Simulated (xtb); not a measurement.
xtb input (GFN1-xTB):

```bash
xtb mol.xyz --gfn 1 --sp --chrg 1 --uhf 0
```
mol.xyz:
```
14

C     -0.95996246    -1.11005754    -0.62521738
C      0.23956458    -0.17384946    -0.59056356
C      1.52908113    -0.83805889     0.02922468
C      0.06609459     1.04385345     0.16775925
O     -0.92292247     1.19485397     0.94832779
H     -1.20760704    -1.47369234     0.37194651
H     -1.83862268    -0.61923856    -1.04279244
H     -0.72185562    -1.96954308    -1.24897007
H      0.54334058     0.14890000    -1.59692031
H      1.75229131    -1.70272961    -0.59329675
H      2.39173959    -0.17320244     0.01956341
H      1.33176393    -1.17292668     1.04608200
H      0.81049883     1.84074597     0.11750848
H     -0.92683600     2.03152949     1.45303878
```

End of the output:

```
         :::::::::::::::::::::::::::::::::::::::::::::::::::::
         ::                     SUMMARY                     ::
         :::::::::::::::::::::::::::::::::::::::::::::::::::::
         :: total energy             -17.504161587488 Eh    ::
         :: gradient norm              0.019126696248 Eh/a0 ::
         :: HOMO-LUMO gap              2.987930635270 eV    ::
         ::.................................................::
         :: SCC energy               -17.716681772732 Eh    ::
         :: -> electrostatic           0.139608967284 Eh    ::
         :: repulsion energy           0.216905041953 Eh    ::
         :: dispersion energy         -0.004384856709 Eh    ::
         :: halogen bond corr.         0.000000000000 Eh    ::
         :: add. restraining           0.000000000000 Eh    ::
         :: total charge               1.000000000000 e     ::
         :::::::::::::::::::::::::::::::::::::::::::::::::::::

           -------------------------------------------------
          |                Property Printout                |
           -------------------------------------------------

    * Orbital Energies and Occupations

         #    Occupation            Energy/Eh            Energy/eV
      -------------------------------------------------------------
         1        2.0000           -1.0848622             -29.5206
       ...           ...                  ...                  ...
         3        2.0000           -0.9014452             -24.5296
         4        2.0000           -0.8816375             -23.9906
         5        2.0000           -0.8641001             -23.5134
         6        2.0000           -0.8264236             -22.4881
         7        2.0000           -0.8210001             -22.3406
         8        2.0000           -0.7833612             -21.3163
         9        2.0000           -0.7634956             -20.7758
        10        2.0000           -0.7371586             -20.0591
        11        2.0000           -0.7155878             -19.4721
        12        2.0000           -0.6984338             -19.0054
        13        2.0000           -0.6881093             -18.7244
        14        2.0000           -0.6767606             -18.4156
        15        2.0000           -0.6748892             -18.3647 (HOMO)
        16                         -0.5650848             -15.3767 (LUMO)
Note: The following floating-point exceptions are signalling: IEEE_DENORMAL
normal termination of xtb
        17                         -0.3678155             -10.0088
        18                         -0.3340455              -9.0898
        19                         -0.3079903              -8.3808
        20                         -0.2961065              -8.0575
        21                         -0.2904148              -7.9026
        22                         -0.2449132              -6.6644
        23                         -0.2446583              -6.6575
        24                         -0.2194786              -5.9723
        25                         -0.2136325              -5.8132
        26                         -0.1715623              -4.6684
       ...                                ...                  ...
        38                          0.2939038               7.9975
      -------------------------------------------------------------
                  HL-Gap            0.1098044 Eh            2.9879 eV
             Fermi-level           -0.6199870 Eh          -16.8707 eV

  Mulliken/CM5 charges         n(s)   n(p)   n(d)
     1C    -0.08795 -0.23561   1.012  3.076  0.000
     2C    -0.00983 -0.07702   1.066  2.944  0.000
     3C    -0.06257 -0.21185   1.031  3.032  0.000
     4C     0.40333  0.37265   1.091  2.505  0.000
     5O    -0.35907 -0.57106   1.676  4.683  0.000
     6H     0.07063  0.12503   0.929  0.000  0.000
     7H     0.07474  0.12821   0.925  0.000  0.000
     8H     0.07743  0.12989   0.923  0.000  0.000
     9H     0.10775  0.16650   0.892  0.000  0.000
    10H     0.09788  0.15028   0.902  0.000  0.000
    11H     0.07032  0.12235   0.930  0.000  0.000
    12H     0.07578  0.12881   0.924  0.000  0.000
    13H     0.09980  0.16313   0.900  0.000  0.000
    14H     0.44176  0.60869   0.558  0.000  0.000

Wiberg/Mayer (AO) data.
largest (>0.10) Wiberg bond orders for each atom

 ---------------------------------------------------------------------------
     #   Z sym  total        # sym  WBO       # sym  WBO       # sym  WBO
 ---------------------------------------------------------------------------
     1   6 C    3.977 --     2 C    1.002     8 H    0.981     6 H    0.980
                             7 H    0.977
     2   6 C    3.962 --     4 C    1.145     1 C    1.002     9 H    0.905
                             3 C    0.861
     3   6 C    3.962 --    12 H    0.986    11 H    0.982    10 H    0.966
                             2 C    0.861     4 C    0.108
     4   6 C    3.712 --     5 O    1.427     2 C    1.145    13 H    0.951
                             3 C    0.108
     5   8 O    2.334 --     4 C    1.427    14 H    0.788
     6   1 H    0.995 --     1 C    0.980
     7   1 H    0.994 --     1 C    0.977
     8   1 H    0.994 --     1 C    0.981
     9   1 H    0.994 --     2 C    0.905
    10   1 H    0.992 --     3 C    0.966
    11   1 H    0.993 --     3 C    0.982
    12   1 H    0.994 --     3 C    0.986
    13   1 H    0.992 --     4 C    0.951
    14   1 H    0.813 --     5 O    0.788
 ---------------------------------------------------------------------------

Topologies differ in total number of bonds
Writing topology from bond orders to xtbtopo.mol

 dipole moment from electron density (au)
     X       Y       Z
   0.5247   1.7787   0.3992  total (Debye):    4.822

           -------------------------------------------------
          | TOTAL ENERGY              -17.504161587488 Eh   |
          | GRADIENT NORM               0.019126696248 Eh/α |
          | HOMO-LUMO GAP               2.987930635270 eV   |
           -------------------------------------------------

------------------------------------------------------------------------
------------------------------------------------------------------------
 total:
 SCF:
```

It need not be the lowest isomer of its formula.
